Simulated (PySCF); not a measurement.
Some computed properties have been withheld. Give your best values.

C4H7N3S.
Z-matrix (Å and degrees, PBE0-D3(BJ)/def2-SVP geometry), rows numbered from 1:
```
C 
S   1  1.8026
C   2  1.7454  1   99.84
C   3  1.4122  2  127.92  1   179.43
N   4  1.3275  3  107.90  2   179.75
N   5  1.3117  4  104.40  3    -0.09
C   6  1.4383  5  122.48  4   178.64
N   6  1.3216  5  115.79  4     0.19
H   1  1.0982  2  106.11  3  -179.89
H   1  1.0983  2  110.84  3    60.87
H   1  1.0983  2  110.84  3   -60.65
H   4  1.0872  3  130.18  2    -0.01
H   7  1.0951  6  107.52  5     8.42
H   7  1.1000  6  110.52  5  -111.38
H   7  1.0984  6  109.83  5   128.22
```

```csv
property,level,value
"rotational constants A, B, C",PBE0-D3(BJ)/def2-SVP,?
dipole moment,PBE0/def2-SVPD,1.91 D
HOMO energy,PBE0/def2-SVPD,?
LUMO energy,PBE0/def2-SVPD,?
lowest singlet excitation,TDDFT PBE0/def2-SVPD,?
strongest line among the 10 lowest singlet transitions,TDDFT PBE0/def2-SVPD,"S5 at 6.29 eV (197 nm, f = 0.165)"
lowest triplet excitation (Tamm–Dancoff),TDA PBE0/def2-SVPD,?
static isotropic polarisability,PBE0/def2-SVPD,?
vertical ionisation energy,ΔSCF PBE0/def2-SVPD,8.10 eV
electronic spatial extent ⟨r²⟩ about the centre of nuclear charge,PBE0/def2-SVPD,1249 bohr²
13C chemical shifts (computed TMS as zero) by class,GIAO PBE0/pcSseg-1,"151.3 (C3), 133.2 (C4), 41.1 (C7), 17.7 (C1) ppm"
1H chemical shifts (computed TMS as zero) by class,GIAO PBE0/pcSseg-1,?
"isotropic shieldings of nuclei other than C and H, by class",GIAO PBE0/pcSseg-1,"-105 (N5), -78 (N8), 1 (N6), 535 (S2) ppm"
```

The electronic properties come from PySCF, for the isolated species, density fitting. One conformer (not necessarily the lowest) at the PBE0-D3(BJ)/def2-SVP geometry, without solvent or vibrations. NMR classes are plain means over equivalent atoms (diastereotopic ones count apart unless rotation or inversion swaps them), as if these changed places fast; in this geometry the members of some classes differ.

**Question.** Give the HOMO energy.

**Answer.** -6.24 eV.

**Question.** The 1H chemical shifts (computed TMS as zero) by class?

**Answer.** 7.17 (H12), 3.93 (H13/H14/H15), 2.42 (H9/H10/H11) ppm.

**Question.** Give the lowest singlet excitation.

**Answer.** 5.21 eV (238 nm, f = 0.121).

**Question.** The rotational constants A, B, C?

**Answer.** 4.150, 1.144, 0.907 GHz.

**Question.** What is the lowest triplet excitation (Tamm–Dancoff)?

**Answer.** 4.09 eV.

**Question.** Give the static isotropic polarisability.

**Answer.** 90.1 au.

**Question.** What is the LUMO energy?

**Answer.** -0.20 eV.

The polarisability is 13.34 Å³ as a volume (1 au = 0.148185 Å³), or 1.32 au for each of the 68 electrons. With B = h/(8π²I), that is 505.379 GHz u Å² over I, the principal moments of inertia are 121.8, 441.8 and 557.1 u Å² (most abundant isotopes); the inertial defect Ic − Ia − Ib is -6.5 u Å² (zero for a rigid planar frame, negative otherwise). The 10 singlets span 5.21 to 7.23 eV, and their oscillator strengths add up to 0.43. In atomic units the dipole is 0.75 e·bohr (1 au = 2.5417 D).

For the geometry optimisation (PBE0-D3(BJ)/def2-SVP), time: 2.3 min; peak memory 0.59 GiB. Hardware: an Arm Neoverse V2 with one thread, shared host.
